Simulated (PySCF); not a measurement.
Zr: excitation energy

Zr [Kr] 4d2 5s2 (3F) → Zr [Kr] 4d2 5s1 5p1 (high-spin determinant), as a difference of total energies. Calculation: PySCF 2.14, in x2c-TZVPPall with one added diffuse shell each of s, p, d, f type (9s7p7d3f1g, 95 functions); the spin-free X2C one-electron Hamiltonian (Gaussian nucleus). Correlated levels: valence: [Kr] frozen; valence and next inner shell: [Ar] 3d10 frozen. The calculations carry no spin-orbit coupling.

| method | excitation energy (eV) |
| --- | --- |
| UHF | 0.848 |
| LDA | 2.132 |
| PBE | 1.909 |
| r2SCAN | 1.578 |
| BHandHLYP | 2.042 |
| CAM-B3LYP | 2.069 |
| r2SCAN0 | 1.595 |
| MP2 (valence) | 1.628 |
| SCS-MP2 (valence) | 1.900 |
| SCS-MP2 (valence and next inner shell) | 2.080 |

Q: Estimate what PBE0 gives.

A: 1.760 eV, closest to MP2 (valence) among the rows shown.

Q: Estimate what MP2 (valence and next inner shell) gives.

A: 1.901 eV, closest to SCS-MP2 (valence) among the rows shown.

A first-order spin-orbit estimate (lowest level to lowest level, LS coupling) adds -0.035 eV.

The determinant of the upper state mixes LS terms, which raises its energy above the lowest term, most at the Hartree-Fock and MP2 levels.
